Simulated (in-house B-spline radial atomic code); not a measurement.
A fraction x of an electron is removed from 3s in Si3+, starting from [Ne] 3s1 and keeping the highest spin. Method: non-relativistic BLYP, spin-polarised, spherical fractional occupations, point nucleus. Calculated with an all-electron radial atomic-structure program (B-spline basis).

```tsv
x	E(x) - E(0) (eV)	3s up level (eV)
0	0.0000	-40.349
0.11	4.5049	-41.559
0.15	6.1761	-41.999
0.28	11.7288	-43.425
0.5	21.5466	-45.824
0.6	26.1831	-46.906
0.63	27.5952	-47.229
0.79	35.2900	-48.959
0.97	44.2889	-51.163
1	45.8319	-
```

The exact functional would give a straight line between the two integer points. Deviations E(x) - E(0) - x[E(1) - E(0)], in eV: -0.537 at x = 0.11, -0.699 at x = 0.15, -1.104 at x = 0.28, -1.369 at x = 0.5, -1.316 at x = 0.6, -1.279 at x = 0.63, -0.917 at x = 0.79, -0.168 at x = 0.97.

The curve lies below the straight line by up to 1.369 eV (at x = 0.5): convex, the delocalisation error that favours fractional charges.

Question: How well does Slater's transition state (minus the level at half occupation) give the ionisation energy?

Answer: It gives 45.824 eV against 45.832 eV from the two total energies; NIST lists 45.14 eV, ground level to ground level.
